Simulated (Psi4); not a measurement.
How methods differ on GeSiNH5O (SMILES [NH2][Ge][O][SiH3])

The species is GeSiNH5O (9 atoms), meant as a singlet with charge 0. As SMILES, `[NH2][Ge][O][SiH3]`. Geometry: optimised at PBE0/def2-TZVP. This is one conformer, not always the lowest.

| atom | x (Å) | y (Å) | z (Å) |
| --- | --- | --- | --- |
| N | 0.5236 | 1.0536 | -2.0978 |
| Ge | 1.2584 | 0.9807 | -0.4441 |
| O | 0.2232 | -0.3946 | 0.0955 |
| Si | 0.0692 | -1.2648 | 1.4696 |
| H | 0.8032 | 1.7135 | -2.8050 |
| H | -0.2105 | 0.4286 | -2.3960 |
| H | -1.3140 | -1.1341 | 1.9997 |
| H | 0.3410 | -2.7004 | 1.1928 |
| H | 1.0234 | -0.7950 | 2.5152 |

Quantity: the dipole moment, in D. The values are calculated.

```tsv
level	kind	program	value (D)	CPU time
PBE-D4/def2-TZVPP (density fitting)	GGA	Psi4	1.92	46 s
r2SCAN-D4/def2-TZVPP (density fitting)	meta-GGA	Psi4	1.93	1.9 min
B3LYP-D4/def2-TZVPP (density fitting)	global hybrid	Psi4	1.86	43 s
wB97M-V/def2-TZVPP (density fitting)	range-separated hybrid	Psi4	1.87	2.3 min
```

All-electron rows without a relativistic Hamiltonian named are non-relativistic. The values span 1.86 to 1.93 D. Magnitudes only. Times are those of the runs behind each value, whatever else they computed, on shared processors of several kinds: orders of magnitude only.
